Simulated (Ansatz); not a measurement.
Input for Ansatz (a program for electronic structure): R-PBE0/def2-TZVPPD on CH6S (a complex). Files ending in .json are basis or fitting sets from the Basis Set Exchange.

Ansatz 0.2 input:
```yaml
crystal:
  periodic: [false, false, false]
  atoms:
    - {symbol: C, position_ang: [-0.00797226, -0.05672570, 0.16889335]}
    - {symbol: H, position_ang: [-0.85349760, 0.21771153, 0.79809041]}
    - {symbol: H, position_ang: [-0.21597898, 0.22549257, -0.86207773]}
    - {symbol: H, position_ang: [0.88816304, 0.45909676, 0.51155769]}
    - {symbol: H, position_ang: [0.15033183, -1.13339962, 0.22228686]}
    - {symbol: S, position_ang: [0.43474475, -0.08633746, 4.10483596]}
    - {symbol: H, position_ang: [0.37199859, 1.02183277, 3.35021763]}
    - {symbol: H, position_ang: [0.45378084, -0.88452707, 3.02617026]}
basis:
  gaussian:
    orbitals: def2-TZVPPD.json
hamiltonian:
  xc: {name: PBE0}
scf: {lower_state_search: off}
```

It printed:

```
WARN ansatz: RAYON_NUM_THREADS=1 ignored (pool sized by the plan → 1); use --threads N
Functional definition: PBE0
these checks for a lower state are left out or cut short: stability, starts, cluster_reference, orbital_swaps, neighbouring_geometries, increment
integrals: 0.07 GiB planned
884 factors; their error is unknown
mean field: 0.74 GiB planned
mean field evaluation 1: about -11961.0159 eV, gradient 4.7e1 eV
mean field evaluation 2: about -11960.4952 eV, gradient 4.6e1 eV
mean field evaluation 4: about -11965.8995 eV, gradient 9.7e-1 eV
mean field evaluation 8: about -11965.9145 eV, gradient 3.8e-1 eV
mean field evaluation 16: about -11965.9147 eV, gradient 5.7e-6 eV
mean field -11965.91468427 eV, -439.7392538585 hartree, gradient 5.7e-6 eV, S^2 0.000000; 0 other end points of the search recorded, 0 dependent functions left out
reference -11965.91472580 eV, -439.7392553850 hartree; 14, 14 occupied and 176, 176 virtual orbitals, 884 factors
Total energy: -11965.91472580 eV, -439.7392553850 hartree
Checks for a lower state left out: stability, starts, cluster_reference, orbital_swaps, neighbouring_geometries, increment
```

The calculation finished and met its thresholds.

Cost: roughly 3 core-seconds.
